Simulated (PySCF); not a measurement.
## How methods differ on the ionisation energy of Sm

Sm [Xe] 4f6 6s2 (7F) → Sm+ [Xe] 4f6 6s1 (8F), as a difference of total energies. All numbers are calculated (PySCF 2.14, scalar relativity by spin-free X2C-1e, in ANO-RCC-VTZP). Correlated levels: valence: [Kr] 4d10 frozen; valence and next inner shell: [Ar] 3d10 frozen. The calculations carry no spin-orbit coupling.

```json
{"method": "UHF", "ionisation energy (eV)": "4.590"}
{"method": "LDA", "ionisation energy (eV)": "5.779"}
{"method": "PBE", "ionisation energy (eV)": "5.562"}
{"method": "PBE0", "ionisation energy (eV)": "5.461"}
{"method": "r2SCAN", "ionisation energy (eV)": "5.227"}
{"method": "MP2 (valence)", "ionisation energy (eV)": "5.476"}
{"method": "SCS-MP2 (valence)", "ionisation energy (eV)": "5.540"}
{"method": "MP2 (valence and next inner shell)", "ionisation energy (eV)": "5.505"}
{"method": "SCS-MP2 (valence and next inner shell)", "ionisation energy (eV)": "5.549"}
```

Question: How much does correlation contribute at MP2 (valence and next inner shell)?

Answer: 5.505 − (4.590) = 0.915 eV, measured against UHF.

A first-order spin-orbit estimate (lowest level to lowest level, LS coupling) adds 0.011 eV.

Errors of the correlated levels include the incompleteness of this basis and the frozen core.

For comparison: 5.644 eV (measured; NIST Atomic Spectra Database, ionization energies).
